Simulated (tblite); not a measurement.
Compound: C4H3BCl2S.
SMILES: `ClB(Cl)c1ccsc1`

Method: GFN2-xTB as coded in tblite; computed harmonic values from a numerical Hessian at the method's own geometry, unscaled. The method is semi-empirical: single wavenumbers can be off by several per cent or more.

Harmonic wavenumbers (cm⁻¹): 46.4, 105.5, 118.5, 203.1, 313.2, 368.3, 395.4, 436.0, 598.9, 599.2, 722.2, 758.9, 762.1, 769.9, 835.1, 847.0, 890.8, 979.8, 1080.2, 1134.1, 1177.0, 1340.8, 1421.1, 1521.8, 3138.9, 3163.0, 3168.0.

A = 2266, B = 731.4, C = 553.0 MHz; mass 163.943 u (most abundant isotopes); point group Cs, symmetry number 1.

Task: What is the zero-point energy?

Result: ½Σν̃ = 13448 cm⁻¹ = 38.45 kcal/mol.

Task: Entropy at 200 K, 1 bar (ideal gas, RRHO, classical rotation)?

Result: Translation 39.23, rotation 29.05, vibration 13.30: S = 81.6 cal/(mol K).

Task: And Cp and H(200 K) − H(0)?

Result: Cp = 22.57 cal/(mol K), of which vibrations give 14.62 (their classical limit is 27 R = 53.7); H(200 K) − H(0) = 3.04 kcal/mol without the zero-point energy, 1.45 from vibrations.

Task: What must be added to the electronic energy to get the Gibbs energy at 200 K and 1 bar?

Result: ZPE + [H(200 K) − H(0)] − T·S = 38.45 + 3.04 − 16.32 = 25.17 kcal/mol.

Task: How do the functions run with temperature in this model?

Result: 
```
 T (K)  S (cal/(mol K))  Cp (cal/(mol K))  H − H(0) (kcal/mol)  G − H(0) (kcal/mol)  ln q(vib)
    50             59.6              11.7                 0.47                -2.50       0.39
   100             68.8              15.3                 1.15                -5.73       1.24
298.15             92.0              29.8                 5.61               -21.81       4.85
373.15             99.2              34.6                 8.04               -28.98       6.22
   500            110.2              40.7                12.84               -42.28       8.52
   750            128.3              47.9                24.02               -72.18      12.78
  1000            142.6              51.9                36.54              -106.11      16.60
```

q(vib) and H(0) count from the zero-point level.

Hindered rotation and anharmonicity are outside this model.

Conformer computed: `[Cl:1][B:2]([Cl:3])[c:4]1[cH:5][cH:6][s:7][cH:8]1`: Cl1–B2–C4–C5 -1°.
